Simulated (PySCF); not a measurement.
Excitations are Tamm–Dancoff values on a coarser integration grid. The basis has no diffuse functions, so Rydberg states are missing or too high.

Cartesian coordinates (Å):
```xyz
20

F     -3.5323    -1.1984     0.0196
C     -3.2286    -0.0147    -0.5475
F     -3.5509     0.9445     0.3419
F     -4.0384     0.1380    -1.6103
C     -1.7743     0.0581    -0.9476
C     -0.8125    -0.1103     0.2275
C      0.6561    -0.0341    -0.1942
C      1.6287    -0.2022     0.9801
Si     3.4579    -0.1147     0.5034
H     -1.6096    -0.7225    -1.7074
H     -1.6248     1.0302    -1.4438
H     -1.0072    -1.0783     0.7186
H     -1.0223     0.6671     0.9810
H      0.8546    -0.8084    -0.9573
H      0.8395     0.9336    -0.6954
H      1.4512    -1.1702     1.4824
H      1.4360     0.5720     1.7443
H      3.7677     1.2061    -0.1221
H      3.7885    -1.1877    -0.4821
H      4.3206    -0.2884     1.7089
```
Charge 0, multiplicity 1.

Q: Predict the brightest of the four lowest singlets (TDA), S1 oscillator strength and S1–T1 gap (TDA) from M06-2X/def2-TZVP // B3LYP-D3(BJ)/def2-SVP (PySCF).

A: 
| Property | Value |
|---|---|
| brightest of the four lowest singlets (TDA) | 8.25 eV |
| S1 oscillator strength | 0.129 |
| S1–T1 gap (TDA) | 0.54 eV |
